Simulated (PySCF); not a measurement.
Electron correlation in Rh⁺ (rhodium, charge +1)

[Kr] 4d8, high-spin 3F determinant. Computed with PySCF 2.14 in def2-TZVPPD with the def2 core potential (28 electrons), with scalar relativity through the core potential. Frozen: 4s2 4p6; 8 electrons correlated.

```tsv
level	correlation energy (mhartree)
CCSD	-208.53
(T)	-6.32
CCSD(T)	-214.85
```

Diagnostics: T1 = 0.0023, D1 = 0.0036, largest double amplitude 0.020.

Cost of the coupled-cluster step: roughly 5 core-seconds, for 8 correlated electrons.

Iterations:

```
CC2 = 0
CCSD nocc = (np.int64(5), np.int64(3)), nmo = (52, 52)
frozen orbitals [[0, 1, 2, 3], [0, 1, 2, 3]]
max_cycle = 100
direct = 0
conv_tol = 1e-08
conv_tol_normt = 1e-06
diis_space = 8
diis_start_cycle = 0
Init t2, MP2 energy = -0.210836718457027
Init E_corr(UCCSD) = -0.210836718457476
cycle = 1  E_corr(UCCSD) = -0.207261818483774  dE = 0.00357489997  norm(t1,t2) = 0.0198813
cycle = 2  E_corr(UCCSD) = -0.208153772313052  dE = -0.000891953829  norm(t1,t2) = 0.0078483
cycle = 3  E_corr(UCCSD) = -0.208420512983359  dE = -0.00026674067  norm(t1,t2) = 0.00454061
cycle = 4  E_corr(UCCSD) = -0.208537494919608  dE = -0.000116981936  norm(t1,t2) = 0.00199886
cycle = 5  E_corr(UCCSD) = -0.208523065724796  dE = 1.44291948e-05  norm(t1,t2) = 0.000814019
cycle = 6  E_corr(UCCSD) = -0.208526799167875  dE = -3.73344308e-06  norm(t1,t2) = 0.000251786
cycle = 7  E_corr(UCCSD) = -0.208528542738144  dE = -1.74357027e-06  norm(t1,t2) = 6.23107e-05
cycle = 8  E_corr(UCCSD) = -0.208528001659145  dE = 5.41079e-07  norm(t1,t2) = 2.4013e-05
cycle = 9  E_corr(UCCSD) = -0.208527716806525  dE = 2.8485262e-07  norm(t1,t2) = 5.4147e-06
cycle = 10  E_corr(UCCSD) = -0.208527820098095  dE = -1.03291569e-07  norm(t1,t2) = 1.0769e-06
cycle = 11  E_corr(UCCSD) = -0.208527808352038  dE = 1.17460565e-08  norm(t1,t2) = 2.45582e-07
cycle = 12  E_corr(UCCSD) = -0.208527808884515  dE = -5.32476785e-10  norm(t1,t2) = 7.01821e-08
UCCSD converged
E(UCCSD) = -109.7220265395521  E_corr = -0.2085278088845147
UCCSD(T) correction = -0.00631677337796451
```
